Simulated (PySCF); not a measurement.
Compound: C5H13NOSi.
Numbering: `[CH3:1][SiH2:2][NH:3][CH2:4][CH:5]1[CH2:6][O:7][CH2:8]1`

Probes without a nucleus sit at each ring's centroid and 1 Å off its mean plane on both sides; NICS is minus the shielding there, NICSzz its component along the normal. Level: GIAO PBE0/pcSseg-1 (PySCF, non-relativistic, gas phase) on the GFN2-xTB geometry, one conformer.

Ring bond lengths (Å), with Mayer bond orders in brackets: C5–C6 1.534 (1.00), C6–O7 1.428 (0.94), O7–C8 1.429 (0.93), C8–C5 1.534 (1.00).

Problem. Give the NICS values of each ring in ppm.

Solution. 
| ring | type | NICS(0) | NICS(1), two faces | NICS(1)zz, two faces | rms pucker (Å) | centre to ring atoms, mean (Å) |
| --- | --- | --- | --- | --- | --- | --- |
| C5–C6–O7–C8 | 4-membered ring with O; formal bonds all single | 1.3 | 1.9 / 1.9 | 5.8 / 4.2 | 0.01 | 1.05 |

Problem. What can be read from them?

Solution. 
- C5–C6–O7–C8: mean NICS(1)zz 5.0 ppm, deshielded. C5, C6, C8 have four or more neighbours, and the NICS criterion for π rings isn't applied.

Problem. What is the mean of the two in-plane components of NICS at the first NICS(1) probe listed for ring C5–C6–O7–C8, 1 Å off the ring?

Solution. The isotropic value is a third of the trace: (3 × 1.9 − (5.8))/2 = -0.1 ppm.

Conformer computed: `[CH3:1][SiH2:2][NH:3][CH2:4][CH:5]1[CH2:6][O:7][CH2:8]1`: C1–Si2–N3–C4 -175°, Si2–N3–C4–C5 -88°, N3–C4–C5–C6 176°.
